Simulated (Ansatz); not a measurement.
`[F][Ge]([F])([Cl])[Br]` + `CNBBr` → `[F][Ge]([F])([Br])[Br]` + `CNBCl` at 500 K and 1 bar (redistribution).

Program: Ansatz. Geometries: PBE0-D4/def2-TZVP. ΔE: electronic, gas phase. CCSD(T)/CBS is the MP2 limit (def2-TZVPP, def2-QZVPP) plus CCSD(T) − MP2 in def2-TZVPP, frozen cores. For Br, Ge outer-core shells are correlated without core-valence functions, which leaves a few kJ/mol of doubt a bond. Scalar relativity is left out up to krypton. Each species was taken in one conformer, which may not be the lowest.

```tsv
species	CCSD(T)/CBS energy (Eh)	H − E (kJ/mol)	S (J/(mol·K))
`[F][Ge]([F])([Cl])[Br]`	-5308.95213	58.5	408.2
`CNBBr`	-2693.95268	217.7	362.4
`[F][Ge]([F])([Br])[Br]`	-7422.49312	58.1	414.9
`CNBCl`	-580.41629	218.4	350.1
```

H − E and S are ideal-gas, rigid-rotor, harmonic terms from PBE0-D4/def2-TZVP, for one conformer and one mirror image of each species. 1 Eh = 2625.50 kJ/mol, R = 8.31446 J/(mol·K).

Problem. By hand: ΔE, ΔH, ΔS and ΔG.

Solution. ΔE = (-7422.49312) + (-580.41629) − (-5308.95213) − (-2693.95268) = -0.00460 Eh = -12.1 kJ/mol. Δ(H − E) = 58.1 + 218.4 − 58.5 − 217.7 = 0.3, so ΔH = -11.8 kJ/mol. ΔS = 414.9 + 350.1 − 408.2 − 362.4 = -5.6 J/(mol·K). ΔG = -11.8 − 500 × (-5.6)/1000 = -9.0 kJ/mol.

Problem. By hand: the equilibrium constant, and the temperature at which ΔG would vanish if ΔH and ΔS stayed fixed.

Solution. log₁₀ K = −ΔG/(RT ln 10) = 0.9. ΔG = 0 at ΔH/ΔS = 2107 K, though so small a ΔS makes that figure unsure.

The number of gas molecules stays the same, so ΔS is small and ΔH decides. A doubt of 5 kJ/mol in ΔE shifts log₁₀ K by 0.5 here. Other conformers and mirror images would add mixing entropy, several J/(mol·K) or more a flexible species. These are equilibria of isolated gas molecules and say nothing of rates. Largest T1 diagnostic: 0.011 (customary marks: 0.02 for closed shells, 0.045 for open ones).
